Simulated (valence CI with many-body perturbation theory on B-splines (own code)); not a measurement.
Energy levels of Se¹⁹⁺

Calculated by relativistic CI+MBPT: five valence electrons over a frozen Dirac-Fock core [Ne], a basis of 9 s, 9 p, 8 d, 6 f, 3 g, 1 h functions for each j, with the one-electron correlation potential Σ1 (screened to all orders), the two-electron term Σ2, the three-electron term Σ3, Breit, model QED; selected single and double excitations, second order for the rest, scaled by the run's own slope (own B-spline code, finite nucleus).

No measured levels were compared; by estimate levels of excited configurations hold to 0.05 to 0.15 % of their energy, terms of the ground configuration to about 0.5 %. Among the levels kept, up to 1700 cm⁻¹ of a level comes from second order outside the variational space, and about a tenth of that is noise between levels of different J, which matters for small intervals.

Levels 1 to 32 of 32, with energies above the lowest level, 3s²3p³ ⁴S°_3/2. "Leading %" is the weight of the configuration and term that name the level; weights of strongly mixed levels are sums over their largest components and can fall short, so below about 35 % the name and the second component can differ from the true leading terms, or belong to a minority configuration. In the jj column 3d3/2^4 stands for four electrons in 3d with j = 3/2. Lifetimes count E1, E2, E3, M1 and M2 decay at the calculated energies, and are blank where another channel may lead or the interval is too uncertain; long ones can be off by a factor of two.

```csv
No.,Configuration,Term,J,E (eV),Leading %,Lifetime,Leading jj
1,3s²3p³,⁴S°,3/2,0.00,76,,3s^2 3p1/2^2 3p3/2 (67 %)
2,3s²3p³,²D°,3/2,8.08,68,305 μs,3s^2 3p1/2 3p3/2^2 (71 %)
3,3s²3p³,²D°,5/2,10.95,97,1.92 ms,3s^2 3p1/2 3p3/2^2 (97 %)
4,3s²3p³,²P°,1/2,16.21,97,135 μs,3s^2 3p1/2 3p3/2^2 (97 %)
5,3s²3p³,²P°,3/2,21.74,67,54.9 μs,3s^2 3p3/2^3 (90 %)
6,3s3p⁴,⁴P,5/2,56.81,84,263 ps,3s 3p1/2^2 3p3/2^2 (77 %)
7,3s3p⁴,⁴P,3/2,61.70,82,199 ps,3s 3p1/2 3p3/2^3 (62 %)
8,3s3p⁴,⁴P,1/2,63.05,80,176 ps,3s 3p1/2^2 3p3/2^2 (42 %)
9,3s3p⁴,²D,3/2,70.62,62,109 ps,3s 3p1/2 3p3/2^3 (42 %)
10,3s3p⁴,²D,5/2,72.68,71,139 ps,3s 3p1/2 3p3/2^3 (68 %)
11,3s²3p²3d,²P,3/2,79.71,45,76.6 ps,3s 3p1/2 3p3/2^3 (37 %)
12,3s3p⁴,²S,1/2,80.68,32,43.1 ps,3s 3p1/2^2 3p3/2^2 (31 %)
13,3s²3p²3d,⁴F,3/2,82.09,78,200 ps,3s^2 3p1/2^2 3d3/2 (46 %)
14,3s²3p²3d,⁴F,5/2,84.00,70,440 ps,3s^2 3p1/2^2 3d5/2 (48 %)
15,3s²3p²3d,²F,5/2,86.89,71,1.20 ns,3s^2 3p1/2 3p3/2 3d3/2 (78 %)
16,3s²3p²3d,⁴D,1/2,87.28,40,119 ps,3s^2 3p1/2 3p3/2 3d3/2 (48 %)
17,3s²3p²3d,⁴F,7/2,87.47,85,6.36 ns,3s^2 3p1/2 3p3/2 3d5/2 (69 %)
18,3s²3p²3d,²F,7/2,89.08,52,7.42 ns,3s^2 3p1/2 3p3/2 3d5/2 (52 %)
19,3s²3p²3d,⁴D,3/2,89.62,79,119 ps,3s^2 3p1/2 3p3/2 3d3/2 (47 %)
20,3s²3p²3d,⁴D,1/2,90.35,52,76.0 ps,3s^2 3p3/2^2 3d5/2 (32 %)
21,3s²3p²3d,⁴F,9/2,90.48,83,,3s^2 3p1/2 3p3/2 3d5/2 (70 %)
22,3s²3p²3d,⁴D,5/2,91.83,57,157 ps,3s^2 3p1/2 3p3/2 3d5/2 (59 %)
23,3s²3p²3d,⁴D,7/2,96.55,43,1.13 ns,3s^2 3p3/2^2 3d5/2 (60 %)
24,3s3p⁴,²P,3/2,99.04,42,7.86 ps,3s^2 3p1/2 3p3/2 3d5/2 (35 %)
25,3s²3p²3d,²G,7/2,99.63,69,342 ps,3s^2 3p3/2^2 3d5/2 (37 %)
26,3s²3p²3d,⁴P,5/2,100.55,73,7.22 ps,3s^2 3p1/2 3p3/2 3d5/2 (44 %)
27,3s²3p²3d,²G,9/2,101.83,83,150 μs,3s^2 3p3/2^2 3d5/2 (70 %)
28,3s²3p²3d,⁴P,3/2,101.92,60,7.61 ps,3s^2 3p1/2 3p3/2 3d3/2 (42 %)
29,3s²3p²3d,⁴P,1/2,102.59,60,6.92 ps,3s^2 3p1/2 3p3/2 3d3/2 (67 %)
30,3s²3p²3d,²D,3/2,104.50,65,23.3 ps,3s^2 3p1/2 3p3/2 3d5/2 (42 %)
31,3s²3p²3d,²P,1/2,105.97,40,7.04 ps,3s^2 3p3/2^2 3d3/2 (44 %)
32,3s²3p²3d,²D,5/2,108.17,75,8.26 ps,3s^2 3p1/2 3p3/2 3d5/2 (32 %)
```

Names give the largest LS component (configuration and term), which can be under half, so a name can repeat, a term be missing and a line seem to break the LS rules; names also repeat where a configuration has a term twice.

The ionisation energy to 3s²3p² ³P0 of the next ion comes out as 790.53 eV (NIST: 798 ± 3 eV (semi-empirical), further off than twice its uncertainty). All 32 levels together are meant to be complete up to 110.19 eV.
